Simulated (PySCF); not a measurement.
Spinor energies of Tc³⁴⁺ (technetium, charge +34)

Start: [He] 2s2 2p5; 2p1/2 filled at m_j = -1/2, +1/2; 2p3/2 filled at m_j = -1/2, +1/2, +3/2. Calculated with PySCF 2.14 in an uncontracted even-tempered set (17 s from 14 bohr⁻², ratio 2.4; 12 p from 18 bohr⁻², ratio 2.4; 5 d from 69 bohr⁻², ratio 2.6; 4 f from 100 bohr⁻², ratio 2.6): generalised Hartree-Fock with the X2C-1e Hamiltonian and a Gaussian nucleus; one run each with spin-orbit coupling (SO) switched off, then screened by Boettger's factors.

| spinor shell | electrons | ε, spin-free (eV) | ε, screened SO (eV) | weight of nominal j (screened SO) | rms radius, screened SO (bohr) |
| --- | --- | --- | --- | --- | --- |
| 1s1/2 | 2 | -23288.1 | -23284.9 | 1.000 | 0.0393 |
| 2s1/2 | 2 | -5013.6 | -5012.7 | 1.000 | 0.157 |
| 2p1/2 | 2 | -4727.1 | -4811.7 | 0.996 | 0.136 |
| 2p3/2 | 3 | -4727.1 | -4686.7 | 0.997 | 0.140 |

| quantity | spin-free | screened SO |
| --- | --- | --- |
| E (hartree) | -3241.50506 | -3243.42843 |
| M_J | 3/2 | 3/2 |
| ⟨J²⟩ | 3.750 | 3.750 |
| ⟨L²⟩ | 2.000 | 2.002 |
| ⟨S²⟩ | 0.750 | 0.752 |

Each row is a mean over spinors that exchange with the open shell spreads, by up to 34.138 eV (2s1/2).

Breit and QED terms are absent; they matter most for the inner s and p1/2 levels.

Densities and radii are taken from the X2C orbitals without a picture-change correction, which distorts them close to the nucleus.

Without spin-orbit coupling the j labels of p, d and f shells carry no meaning; the spin-free column gives the mean over the occupied spinors of each nl shell.
